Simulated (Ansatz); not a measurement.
Cost and result up the ladder for SiClMe3 (C3H9ClSi) (14 atoms). Total charge 0; singlet. Geometry: PBE-D4/def2-SVP.

```
atom   x (Å)   y (Å)   z (Å)
 Si1   0.131  -0.350  -0.170
 Cl2   0.807  -2.145  -1.046
  C3   1.574   0.858  -0.174
  H4   2.432   0.450   0.397
  H5   1.275   1.822   0.289
  H6   1.916   1.063  -1.209
  C7  -0.424  -0.750   1.583
  H8  -1.245  -1.495   1.577
  H9  -0.790   0.166   2.092
 H10   0.414  -1.166   2.178
 C11  -1.299   0.285  -1.216
 H12  -2.130  -0.448  -1.237
 H13  -0.974   0.468  -2.260
 H14  -1.688   1.240  -0.802
```

Ansatz on 4 threads of Arm Neoverse V1 on a shared host. Times are rough, and most runs start from the orbitals of an earlier one. PBE0-D4/def2-TZVPD serves as the yardstick here, not as an exact answer. Differences are given only for rows in sets of like size (and for xTB, whose basis is part of the method), since another set adds its own error. Binding counts from free atoms at the same level (Si triplet, Cl doublet, C triplet, H doublet; other spins of the atoms weren't run), without zero-point energy or a counterpoise term.

LC-ωPBE has ω = 0.4 bohr⁻¹. Correlated methods freeze 13 core orbitals.

Correlated methods converge slowly with the basis.

```tsv
level	functions	wall time	binding energy per atom (eV)	difference from PBE0-D4/def2-TZVPD (eV)
PBE-D4/def2-SVP	123	1.2 s	3.94	–
PBE0-D4/def2-SVP	123	1.6 s	3.91	–
revPBE-D4/def2-TZVP	221	2.1 s	3.86	-0.04
PBE-D4/def2-TZVP	221	2.2 s	3.93	0.03
LC-ωPBE/def2-TZVP	221	2.7 s	3.87	-0.03
PBE-D4/def2-TZVPD	281	3.3 s	3.93	0.03
revPBE-D4/def2-TZVPD	281	3.3 s	3.86	-0.04
PBE0-D4/def2-TZVP	221	3.4 s	3.90	0.00
PBE0-D4/def2-TZVPD	281	4.8 s	3.90	0.00
r2SCAN-D4/def2-TZVP (with forces)	221	5.5 s	3.90	0.00
r2SCANh-D4/def2-TZVP	221	5.5 s	3.89	-0.01
CCSD(T)/def2-TZVP	221	94 s	3.76	-0.14
```
